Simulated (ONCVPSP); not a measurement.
**Scattering properties, ONCV potential for Li (Z = 3)**

| Quantity | Value |
| --- | --- |
| Element | lithium |
| Generator | ONCVPSP 4.0.1 |
| Type | optimised norm-conserving Vanderbilt (ONCV) |
| Functional | PBEsol |
| Relativity | scalar-relativistic |
| Frozen core | none |
| Valence charge | 3 |
| Reference configuration | 1s2 2s1 |
| Partial waves | 1s+2s: rc 1.05 bohr, ncon 4, nbas 8, qcut 10.5 1/bohr, 2 projectors; p scattering state at 0.38 Ha: rc 1.00 bohr, ncon 4, nbas 7, qcut 9.4 1/bohr, 2 projectors, debl 1 Ha; d scattering state at 0.17 Ha: rc 1.05 bohr, ncon 3, nbas 6, qcut 10.7 1/bohr, 1 projector |
| Local potential | polynomial inside 1.00 bohr (lpopt 5, dvloc0 -1 Ha) |
| Core correction | none |

The phase is arctan(r·R′/R) of the radial function R(r), unwrapped; energies in Ha, scanned from -3 to 5 Ha. A pole is an energy at which the radial function vanishes at the test radius. The pseudo phase is shifted by a multiple of π to meet the all-electron one at the reference energy, and phase errors are pseudo minus all-electron; the curves can meet again beyond the range given. Levels narrower than the energy grid can be missing from the lists of poles.

```tsv
channel	radius (bohr)	reference energy (Ha)	poles, all-electron	poles, pseudo	unbroken range about the reference energy with phases within 0.05 rad	phase error 1 Ha above the reference energy (rad)
s	1.06	-0.10	-1.17	-1.17	the whole range	-0.000
p	1.01	0.38	none	none	the whole range	+0.000
d	1.06	0.17	none	none	the whole range	+0.000
```

Phases in the d channel:

| E (Ha) | all-electron | pseudo |
| --- | --- | --- |
| -2.98 | 1.191 | 1.191 |
| -2.54 | 1.172 | 1.172 |
| -2.10 | 1.150 | 1.150 |
| -1.66 | 1.125 | 1.125 |
| -1.22 | 1.097 | 1.097 |
| -0.78 | 1.064 | 1.064 |
| -0.34 | 1.024 | 1.024 |
| 0.10 | 0.978 | 0.978 |
| 0.54 | 0.921 | 0.921 |
| 0.98 | 0.851 | 0.851 |
| 1.42 | 0.763 | 0.763 |
| 1.86 | 0.652 | 0.652 |
| 2.30 | 0.511 | 0.511 |
| 2.74 | 0.334 | 0.334 |
| 3.18 | 0.119 | 0.120 |
| 3.62 | -0.121 | -0.120 |
| 4.06 | -0.363 | -0.362 |
| 4.50 | -0.582 | -0.581 |
| 4.94 | -0.765 | -0.763 |
